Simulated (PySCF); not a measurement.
PbHCl, SMILES [Cl][PbH] (connectivity only; charge and spin as stated), neutral, multiplicity 1. Atoms are numbered in the order given.

```xyz
3

Pb     0.0237     0.4224     0.0000
H     -1.8334     0.5665     0.0000
Cl    -0.0062    -2.0707     0.0000
```

Coordinates come from a B3LYP-D3(BJ)/def2-TZVP optimisation. The def2 effective core potentials stand for the cores of Pb; spin–orbit coupling is left out.

These are PySCF with r2SCAN/def2-TZVPD values and carry that method's errors.

Symmetry labels are those of the subgroup Cs that the program uses (full group Cs).

List the valence orbital energies around the gap with their symmetry. (Estimate from the structure and the level; the computed values follow.)


```
orbital  symmetry  energy (eV)
-------  --------  -----------
HOMO−7         A'       -22.52
HOMO−6         A'       -22.32
HOMO−5         A'       -19.84
HOMO−4         A'       -13.41
HOMO−3         A'        -8.21
HOMO−2         A'        -7.60
HOMO−1         A"        -7.59
HOMO           A'        -6.34
LUMO           A"        -3.60
LUMO+1         A'        -1.43
LUMO+2         A'        -0.17
LUMO+3         A'         0.89
```
